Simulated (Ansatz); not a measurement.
C3H6AlBr at its PBE0-D4/def2-TZVP geometry, where that method's forces vanish. Total charge 0; spin multiplicity 1. The bonds changed during the relaxation, so this is another structure than the one it started from.

```xyz
11

C     0.7145    1.0775    0.7561
C     0.5288   -0.0497   -0.2420
Al   -0.5324   -1.5792    0.3170
C    -0.9254   -0.0642   -0.7544
Br   -0.9225   -1.5173   -2.1972
H     1.6663    0.9755    1.2821
H    -0.0774    1.0952    1.5142
H     0.7074    2.0598    0.2675
H     1.3143   -0.0637   -0.9988
H    -1.0553   -2.7398    1.2357
H    -1.4182    0.8059   -1.1802
```

**Question.** What forces (eV/Å) does ωB97M-V/def2-TZVPP give on these atoms in Ansatz? (Estimate.)

**Answer.** The calculation gave: 
```
C1   0.053  0.190  0.129
C2   0.187 -0.216 -0.051
Al3 -0.021 -0.077  0.132
C4  -0.257  0.153 -0.071
Br5  0.009 -0.045 -0.078
H6  -0.080  0.018 -0.037
H7   0.050 -0.006 -0.049
H8  -0.003 -0.079  0.045
H9  -0.087  0.008  0.047
H10  0.072  0.143 -0.118
H11  0.076 -0.089  0.053
```
